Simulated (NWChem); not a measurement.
The numbers come from NWChem runs, not from measurements. System: arsine (H3As), charge 0, spin multiplicity 1, at a geometry optimised with B3LYP/def2-SVP. Level: RHF/def2-TZVP.

Input file:

```
start mol
memory heap 200 mb stack 900 mb global 1100 mb
geometry units angstroms nocenter noautoz
  As     0.001021     0.071038     0.000000
  H     -0.646662    -0.772289     1.100745
  H     -0.646662    -0.772289    -1.100745
  H      1.259642    -0.799689     0.000000
  symmetry group Cs
end
basis spherical
  * library def2-tzvp
end
scf
  rhf
  nopen 0
  maxiter 100
  thresh 1e-7
  semidirect memsize 60000000 filesize 0
end
task scf energy
```

NWChem printed:

```
             Northwest Computational Chemistry Package (NWChem) 7.3.0
             --------------------------------------------------------

                                NWChem Input Module
                                -------------------

 Scaling coordinates for geometry "geometry" by  1.889725989
 (inverse scale =  0.529177249)

 Turning off AUTOSYM since
 SYMMETRY directive was detected!

                             Geometry "geometry" -> ""
                             -------------------------

 Output coordinates in angstroms (scale by  1.889725989 to convert to a.u.)

  No.       Tag          Charge          X              Y              Z
 ---- ---------------- ---------- -------------- -------------- --------------
    1 As                  33.0000     0.00102100     0.07103800     0.00000000
    2 H                    1.0000    -0.64666200    -0.77228900     1.10074500
    3 H                    1.0000    -0.64666200    -0.77228900    -1.10074500
    4 H                    1.0000     1.25964200    -0.79968900     0.00000000

 Effective nuclear repulsion energy (a.u.)      34.9516285710

            Nuclear Dipole moment (a.u.)
            ----------------------------
        X                 Y               Z
 ---------------- ---------------- ----------------
     0.0000207870    -0.0000245664     0.0000000000

      Symmetry information
      --------------------

 Group name             Cs
 Group number              2
 Group order               2
 No. of unique centers     3

      Symmetry unique atoms

     1    2    4


 Summary of "ao basis" -> "" (spherical)
 ------------------------------------------------------------------------------
       Tag                 Description            Shells   Functions and Types
 ---------------- ------------------------------  ------  ---------------------
 *                         def2-tzvp                  on all atoms

 Summary of "ao basis" -> "ao basis" (spherical)
 ------------------------------------------------------------------------------
       Tag                 Description            Shells   Functions and Types
 ---------------- ------------------------------  ------  ---------------------
 As                        def2-tzvp                16       48   6s5p4d1f
 H                         def2-tzvp                 4        6   3s1p

                                 NWChem SCF Module
                                 -----------------

  ao basis        = "ao basis"
  functions       =    66
  atoms           =     4
  closed shells   =    18
  open shells     =     0
  charge          =   0.00
  wavefunction    = RHF
  use symmetry    = T
  symmetry adapt  = T

 Summary of "ao basis" -> "ao basis" (spherical)
 ------------------------------------------------------------------------------
       Tag                 Description            Shells   Functions and Types
 ---------------- ------------------------------  ------  ---------------------
 As                        def2-tzvp                16       48   6s5p4d1f
 H                         def2-tzvp                 4        6   3s1p

      Symmetry analysis of basis
      --------------------------

        a'         43
        a"         23

 Forming initial guess at       0.0s

      Superposition of Atomic Density Guess
      -------------------------------------

 Sum of atomic energies:       -2235.63673175

      Non-variational initial energy
      ------------------------------

 Total energy =   -2235.815255
 1-e energy   =   -3185.231099
 2-e energy   =     914.464215
 HOMO         =      -0.307592
 LUMO         =       0.077673

      Symmetry analysis of molecular orbitals - initial
      -------------------------------------------------

  Numbering of irreducible representations:

     1 a'          2 a"

  Orbital symmetries:

     1 a'          2 a'          3 a"          4 a'          5 a'
     6 a'          7 a"          8 a'          9 a'         10 a'
    11 a"         12 a"         13 a'         14 a'         15 a'
    16 a"         17 a'         18 a'         19 a'         20 a"
    21 a'         22 a"         23 a'         24 a'         25 a"
    26 a'         27 a'         28 a'

 Starting SCF solution at       0.7s

 ----------------------------------------------
         Quadratically convergent ROHF

 Convergence threshold     :          1.000E-07
 Maximum no. of iterations :          100
 Final Fock-matrix accuracy:          1.000E-09
 ----------------------------------------------

              iter       energy          gnorm     gmax       time
             ----- ------------------- --------- --------- --------
                 1    -2235.9172620866  2.96D-01  1.02D-01      0.7
                 2    -2235.9294010063  1.10D-01  3.95D-02      0.8
                 3    -2235.9302857733  1.03D-02  4.20D-03      0.8
                 4    -2235.9303055483  2.71D-05  8.97D-06      0.9
                 5    -2235.9303055484  9.94D-09  2.48D-09      1.0

       Final RHF  results
       ------------------

         Total SCF energy =  -2235.930305548374
      One-electron energy =  -3186.441893296739
      Two-electron energy =    915.559959177363
 Nuclear repulsion energy =     34.951628571002

        Time for solution =      0.2s

       Symmetry analysis of molecular orbitals - final
       -----------------------------------------------

  Numbering of irreducible representations:

     1 a'          2 a"

  Orbital symmetries:

     1 a'          2 a'          3 a'          4 a"          5 a'
     6 a'          7 a'          8 a"          9 a'         10 a'
    11 a"         12 a'         13 a"         14 a'         15 a'
    16 a"         17 a'         18 a'         19 a'         20 a'
    21 a"         22 a"         23 a'         24 a'         25 a"
    26 a'         27 a'         28 a'

             Final eigenvalues
             -----------------

              1
    1 -432.5725
    2  -56.2982
    3  -50.1429
    4  -50.1429
    5  -50.1422
    6   -8.0203
    7   -5.8751
    8   -5.8751
    9   -5.8715
   10   -2.1084
   11   -2.1084
   12   -2.1040
   13   -2.1040
   14   -2.1011
   15   -0.8274
   16   -0.4927
   17   -0.4927
   18   -0.3815
   19    0.1388
   20    0.1403
   21    0.1403
   22    0.3067
   23    0.3067
   24    0.3434
   25    0.3445
   26    0.3445
   27    0.4291
   28    0.5433

                       ROHF Final Molecular Orbital Analysis
                       -------------------------------------

 Vector   16  Occ=2.000000D+00  E=-4.927112D-01  Symmetry=a"
              MO Center= -4.0D-01, -4.6D-01, -1.1D-10, r^2= 2.0D+00
   Bfn.  Coefficient  Atom+Function         Bfn.  Coefficient  Atom+Function
  ----- ------------  ---------------      ----- ------------  ---------------
    18      0.363407  1 As pz                50      0.223947  2 H  s
    56     -0.223947  3 H  s                 12     -0.207396  1 As pz
    21      0.202148  1 As pz

 Vector   17  Occ=2.000000D+00  E=-4.927093D-01  Symmetry=a'
              MO Center=  3.9D-01, -4.7D-01,  1.1D-10, r^2= 2.0D+00
   Bfn.  Coefficient  Atom+Function         Bfn.  Coefficient  Atom+Function
  ----- ------------  ---------------      ----- ------------  ---------------
    16      0.363370  1 As px                62      0.258593  4 H  s
    10     -0.207375  1 As px                19      0.202127  1 As px

 Vector   18  Occ=2.000000D+00  E=-3.815137D-01  Symmetry=a'
              MO Center=  3.9D-03,  2.7D-01, -1.4D-12, r^2= 2.1D+00
   Bfn.  Coefficient  Atom+Function         Bfn.  Coefficient  Atom+Function
  ----- ------------  ---------------      ----- ------------  ---------------
    17      0.419659  1 As py                20      0.377454  1 As py
     6      0.355436  1 As s                  5      0.288391  1 As s
    11     -0.244023  1 As py                 4     -0.155846  1 As s

 Vector   19  Occ=0.000000D+00  E= 1.387846D-01  Symmetry=a'
              MO Center= -8.9D-03, -5.8D-01,  4.0D-11, r^2= 5.9D+00
   Bfn.  Coefficient  Atom+Function         Bfn.  Coefficient  Atom+Function
  ----- ------------  ---------------      ----- ------------  ---------------
     6      1.899079  1 As s                 51     -1.083317  2 H  s
    57     -1.083317  3 H  s                 63     -1.081608  4 H  s
    20     -1.072239  1 As py

 Vector   20  Occ=0.000000D+00  E= 1.402563D-01  Symmetry=a'
              MO Center=  1.2D-01, -1.4D-01, -4.8D-12, r^2= 4.2D+00
   Bfn.  Coefficient  Atom+Function         Bfn.  Coefficient  Atom+Function
  ----- ------------  ---------------      ----- ------------  ---------------
    19      1.366441  1 As px                63     -1.273873  4 H  s
    51      0.635442  2 H  s                 57      0.635442  3 H  s
    10     -0.168624  1 As px                62     -0.158421  4 H  s
    16      0.153294  1 As px

 Vector   21  Occ=0.000000D+00  E= 1.402571D-01  Symmetry=a"
              MO Center= -1.2D-01, -1.3D-01,  3.0D-10, r^2= 4.2D+00
   Bfn.  Coefficient  Atom+Function         Bfn.  Coefficient  Atom+Function
  ----- ------------  ---------------      ----- ------------  ---------------
    21      1.366611  1 As pz                51     -1.102350  2 H  s
    57      1.102350  3 H  s                 12     -0.168644  1 As pz
    18      0.153313  1 As pz

 center of mass
 --------------
 x =   0.00103158 y =   0.07175520 z =   0.00000000

 moments of inertia (a.u.)
 ------------------
          16.264928430855           0.016962856763           0.000000000000
           0.016962856763          17.442141902272           0.000000000000
           0.000000000000           0.000000000000          16.264269058890

  Mulliken analysis of the total density
  --------------------------------------

    Atom       Charge   Shell Charges
 -----------   ------   -------------------------------------------------------
    1 As  33    33.11   2.00  2.00  1.16  0.79  0.93  0.85  5.99  5.77  0.37  1.76  1.30  8.95  1.06  0.04  0.12  0.02
    2 H    1     0.96   0.23  0.54  0.19  0.01
    3 H    1     0.96   0.23  0.54  0.19  0.01
    4 H    1     0.96   0.23  0.54  0.19  0.01

       Multipole analysis of the density wrt the origin
       ------------------------------------------------

     L   x y z        total         open         nuclear
     -   - - -        -----         ----         -------
     0   0 0 0     -0.000000      0.000000     36.000000

     1   1 0 0     -0.001673      0.000000      0.000021
     1   0 1 0     -0.116562      0.000000     -0.000025
     1   0 0 1      0.000000      0.000000      0.000000

     2   2 0 0    -14.792740      0.000000      8.652960
     2   1 1 0     -0.023514      0.000000     -0.021814
     2   1 0 1     -0.000000      0.000000      0.000000
     2   0 2 0    -16.427501      0.000000      7.138180
     2   0 1 1      0.000000      0.000000      0.000000
     2   0 0 2    -14.792370      0.000000      8.653686

 Task  times  cpu:        0.9s     wall:        0.9s

 Total times  cpu:        1.0s     wall:        1.0s
```
